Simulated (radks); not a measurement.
These are the eigenvalues of the occupied orbitals of an atom or ion with whole-number occupations (eV). All-electron calculation, non-relativistic Kohn-Sham, LB94 model potential, spin-polarised, spherical densities, point nucleus. Program: a radial shooting solver on a logarithmic mesh with Libxc functionals.

orbital  eigenvalue
1s down   -35139.03
1s up     -35139.01
2s up     -6013.555
2s down   -6013.263
2p up     -5719.265
2p down   -5718.756
3s down   -1807.876
3s up     -1807.874
3p up     -1681.577
3p down   -1681.516
3d up     -1448.647
3d down   -1448.564
4s up     -822.5283
4s down   -821.7998
4p up     -772.7427

Which element is it, and in what charge state? The configuration may be excited. Open shells, if any, are filled with parallel spins first.

Answer. Z = 55, caesium, charge +24: Cs24+ in [Ar] 3d10 4s2 4p1. The list shows which subshells hold electrons but not how many an open one holds; the 1s level, -1291.3 hartree, gives Z - s = 50.8 by -(Z - s)^2/2, which with screening narrows Z to a few neighbours, and the depths of the outer levels then fix element, charge and occupations together.
